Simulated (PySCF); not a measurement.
Species: C3H8FNSi.
Atom-mapped SMILES: `[F:1][CH2:2][CH2:3]/[CH:4]=[N:5]/[SiH3:6]` (hydrogens: H7, H8 on C2; H9, H10 on C3; H11 on C4; H12, H13, H14 on Si6)

Computed, not measured: PBE0-D3(BJ)/def2-SVP geometry optimisation, gas phase in PySCF 2.14.0.

Problem. List the bond lengths, angles and torsions at this level.

Solution. 
```
            bond  length (Å)
           F1–C2       1.374
           C2–C3       1.511
           C3–C4       1.495
           C4=N5       1.267
          N5–Si6       1.753
    C2–H7, C2–H8       1.102
   C3–H9, C3–H10       1.105
          C4–H11       1.114
Si6–H12, Si6–H14       1.491
         Si6–H13       1.503
```

Bonds in one row agree within 0.01 Å and their mean is given. A selection of angles:
```
      angle  degrees
   F1–C2–C3    109.5
   F1–C2–H7    109.2
   C3–C2–H7    110.7
   H7–C2–H8    107.6
   C2–C3–C4    113.7
   C2–C3–H9    110.1
   C4–C3–H9    108.7
  H9–C3–H10    105.0
   C3–C4–N5    122.7
  C3–C4–H11    114.5
  N5–C4–H11    122.8
  C4–N5–Si6    124.9
 N5–Si6–H12    108.3
 N5–Si6–H13    112.2
H12–Si6–H13    109.4
```

Dihedral angles: F1–C2–C3–C4 180° (antiperiplanar); C2–C3–C4–N5 0° (synperiplanar); C3–C4–N5–Si6 180° (antiperiplanar).

The 6 heavy atoms lie in one plane (0.003 Å rms). Si6 (SiH3 silicon) is tetrahedral (angles from 108.3° to 112.2°). Of the pairs four or more bonds apart, N5···H7 is among the closest relative to their van der Waals radii: 2.76 Å, 100 % of the sum of Bondi's values.

Point group: Cs (every atom within 0.08 Å of its image). PBE0-D3(BJ)/def2-SVP frequencies: not computed here. One conformer, not necessarily the lowest.

Hardware: Arm Neoverse V1, one thread, shared host. Cost: 45 s of wall time. This is the geometry optimisation.
